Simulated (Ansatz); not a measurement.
## Which is lower?

The two ends of one reaction step of Si2NH8Cl, closed shell (PBE0-D4/def2-TZVP).

A:

```csv
atom,x (Å),y (Å),z (Å)
Si1,-1.5281,-0.6865,0.7725
N2,-0.2983,-1.0891,1.8745
H3,-2.7846,-1.3246,1.2187
H4,-1.6198,0.7854,0.6792
Cl5,-1.2251,-1.3487,-1.1709
H6,1.4602,0.6804,-0.1214
Si7,1.4071,1.2622,-1.4887
H8,-0.2015,-2.0354,2.2061
H9,0.5951,-0.6257,1.8244
H10,0.0640,1.8450,-1.7237
H11,1.6963,0.2054,-2.4874
H12,2.4346,2.3317,-1.5834
```

B:

```
12
angstrom
Si -1.2803 -0.1083 -0.2295
N 0.6547 -0.4604 1.5369
H -1.3248 -1.5546 0.0867
H -1.6679 0.7404 0.9209
Cl -2.8831 0.1389 -1.5685
H 1.1317 0.3816 1.8371
Si 0.6292 0.5925 -1.3719
H 1.3609 -1.1410 1.2828
H 0.1485 -0.8268 2.3341
H 0.3395 1.0496 -2.7563
H 1.6143 -0.5243 -1.4407
H 1.2772 1.7124 -0.6315
```

Computed with Ansatz 0.2.0 (basis: def2-TZVPP); correlated methods freeze the cores. B3LYP uses VWN-RPA correlation.

Which structure is lower at CCSD(T), and by how much? (To be estimated.)

Computed: A, by 46.8 kJ/mol (electronic energy, against the other). By their contacts, A is a complex of SiNH₄Cl ([NH2][SiH2][Cl]) + SiH₄ and B is a complex of Si₂H₅Cl ([SiH3][SiH2][Cl]) + NH₃.

All methods give the same order:

| method | E(B) − E(A) (kJ/mol) |
| --- | --- |
| SPW92 | 20.4 |
| PBE-D4 | 24.6 |
| BLYP-D4 | 42.5 |
| r2SCAN-D4 | 39.4 |
| B97M-V | 41.1 |
| PBE0-D4 | 30.7 |
| B3LYP-D4 | 46.5 |
| r2SCAN0-D4 | 41.8 |
| BHLYP-D4 | 53.0 |
| CAM-B3LYP-D4 | 52.8 |
| wB97X-V | 44.6 |
| wB97M-V | 47.2 |
| B2PLYP | 52.0 |
| PBE-QIDH | 41.1 |
| RPA on PBE | 49.3 |
| HF | 74.5 |
| MP2 | 52.1 |
| CCSD | 50.6 |
| CCSD(T) | 46.8 |

The T1 diagnostic stays at or below 0.011.

Labels in which every atom is bracketed show which atoms are joined, not bond orders.

For scale, one of the runs: CCSD(T)/def2-TZVPP, 269 basis functions, launched by `ansatz run in.yaml --threads 4 --pin off --events-out ev --progress --plain --max-ram 9574MiB`. The run took 2.7 min on 4 CPU threads of an Arm Neoverse V1 (shared host), with 6.3 GiB of host memory at its peak.
